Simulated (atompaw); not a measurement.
**Reading a pseudo-wave (aluminium)**

Columns: radius, all-electron u(r) and pseudo u(r) of the 3p shell (level -3.34 eV) of aluminium in the configuration [Ne] 3s1 3p2; PBE, scalar-relativistic, PAW (atompaw) scheme, atompaw 4.2.0.5.

```json
{"r (bohr)": "0.110", "all-electron": "-0.0880", "pseudo": "0.0031"}
{"r (bohr)": "0.219", "all-electron": "-0.1849", "pseudo": "0.0124"}
{"r (bohr)": "0.329", "all-electron": "-0.2247", "pseudo": "0.0277"}
{"r (bohr)": "0.438", "all-electron": "-0.2131", "pseudo": "0.0484"}
{"r (bohr)": "0.548", "all-electron": "-0.1678", "pseudo": "0.0743"}
{"r (bohr)": "0.658", "all-electron": "-0.1037", "pseudo": "0.1047"}
{"r (bohr)": "0.767", "all-electron": "-0.0318", "pseudo": "0.1385"}
{"r (bohr)": "0.877", "all-electron": "0.0429", "pseudo": "0.1754"}
{"r (bohr)": "0.987", "all-electron": "0.1157", "pseudo": "0.2145"}
{"r (bohr)": "1.096", "all-electron": "0.1837", "pseudo": "0.2543"}
{"r (bohr)": "1.206", "all-electron": "0.2468", "pseudo": "0.2947"}
{"r (bohr)": "1.315", "all-electron": "0.3033", "pseudo": "0.3342"}
{"r (bohr)": "1.425", "all-electron": "0.3541", "pseudo": "0.3727"}
{"r (bohr)": "1.535", "all-electron": "0.3988", "pseudo": "0.4090"}
{"r (bohr)": "1.644", "all-electron": "0.4376", "pseudo": "0.4422"}
{"r (bohr)": "1.754", "all-electron": "0.4714", "pseudo": "0.4725"}
{"r (bohr)": "1.863", "all-electron": "0.4996", "pseudo": "0.4988"}
{"r (bohr)": "1.973", "all-electron": "0.5229", "pseudo": "0.5214"}
{"r (bohr)": "2.083", "all-electron": "0.5414", "pseudo": "0.5398"}
{"r (bohr)": "2.192", "all-electron": "0.5554", "pseudo": "0.5541"}
{"r (bohr)": "2.302", "all-electron": "0.5654", "pseudo": "0.5645"}
{"r (bohr)": "2.412", "all-electron": "0.5716", "pseudo": "0.5712"}
{"r (bohr)": "2.521", "all-electron": "0.5745", "pseudo": "0.5743"}
{"r (bohr)": "2.631", "all-electron": "0.5745", "pseudo": "0.5744"}
{"r (bohr)": "2.740", "all-electron": "0.5719", "pseudo": "0.5719"}
{"r (bohr)": "2.850", "all-electron": "0.5670", "pseudo": "0.5670"}
```

**Question.** How many radial nodes do the two functions have?

**Answer.** The all-electron 3p function has n − l − 1 = 1; the pseudo-wave has 0, since the states of the same l below it are removed with the core.

**Question.** Is the pseudo-wave norm-conserving?

**Answer.** No, it belongs to a PAW set: the norm inside the radius is not constrained, and the difference is carried by the augmentation charge.
